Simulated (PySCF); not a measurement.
## Electronic absorption of Ge(CF3)2H2

Species: Ge(CF3)2H2, C2H2F6Ge.
InChI=1S/C2H2F6Ge/c3-1(4,5)9-2(6,7)8/h9H2

Level of theory: TDDFT CAM-B3LYP/def2-SVPD, vertical, gas phase, core orbitals frozen in the response (PySCF 2.14.0, density-fitted response routines). Geometry: PBE0-D3(BJ)/def2-SVP; no solvent, vibrations or thermal averaging. The CAM-B3LYP/def2-SVPD calculation is non-relativistic and has no spin–orbit coupling, an omission that weighs most on germanium.

Question: What does the calculation give for the low-lying excited states?

Answer: 

```tsv
state	E (eV)	ν̃ (cm⁻¹)	f	main configurations (H = HOMO, L = LUMO)
S1	8.68	69990	0.0010	H→L+2 (42%), H-1→L+1 (36%), H→L (15%)
S2	8.78	70820	0.031	H→L+1 (87%), H-1→L+2 (8%)
S3	9.02	72720	0.0001	H→L (68%), H-1→L+1 (29%)
S4	9.14	73720	0.0000	H-2→L+1 (62%), H→L+3 (32%)
S5	9.24	74490	0.010	H-1→L (56%), H-1→L+2 (37%)
S6	9.34	75320	0.0002	H→L+3 (63%), H-2→L+1 (33%)
S7	9.47	76360	0.0005	H-1→L+3 (50%), H-2→L+2 (37%)
S8	9.63	77670	0.262	H-1→L+2 (49%), H-1→L (38%)
S9	9.66	77880	0.515	H→L+2 (52%), H-1→L+1 (26%), H→L (14%)
S10	9.86	79510	0.201	H-2→L (79%), H-2→L+2 (16%)
S11	10.27	82830	0.205	H-1→L+3 (44%), H-2→L+2 (35%)
S12	10.44	84170	0.082	H→L+4 (85%)
S13	10.58	85360	0.120	H-2→L+3 (44%), H-1→L+4 (23%), H→L+5 (16%)
S14	10.60	85510	0.089	H→L+7 (81%)
S15	10.62	85670	0.089	H→L+6 (78%)
```

Triplets, Tamm–Dancoff:

| state | E (eV) | λ (nm) | main configurations (H = HOMO, L = LUMO) |
| --- | --- | --- | --- |
| T1 | 7.82 | 158.6 | H→L+1 (83%) |
| T2 | 7.99 | 155.1 | H→L+2 (50%), H-1→L+1 (28%), H→L+9 (14%) |
| T3 | 8.22 | 150.8 | H-1→L+1 (49%), H→L+2 (26%), H→L (9%) |
| T4 | 8.44 | 146.9 | H-2→L (39%), H-1→L+3 (26%), H-2→L+4 (8%) |

The lowest singlet lies at 8.68 eV (143 nm, vacuum ultraviolet) and is very weak; its leading configuration is HOMO→LUMO+2 (42%). The most intense listed level is S9 at 9.66 eV (128 nm, f = 0.515), 0.98 eV above S1. Löwdin shares by element: HOMO carbon 29%, germanium 20%, fluorine 11% or more (atoms not listed hold the other 40%); LUMO (one of a set within 0.03 eV) germanium 47%, hydrogen 30%, carbon 4% or more (atoms not listed hold the other 19%). The listed states span 1.94 eV, and the widest gap between neighbours is 0.41 eV (S10 to S11). Of the 15 states listed, 10 reach f = 0.01 and 4 stay under 0.0005. Weighted by f, the mean energy of these states is 9.95 eV. Singlets were solved by full linear response, triplets in the Tamm–Dancoff approximation.

Without π bonds the low states are Rydberg-like; a valence basis with one diffuse set may place them up to an eV too high.
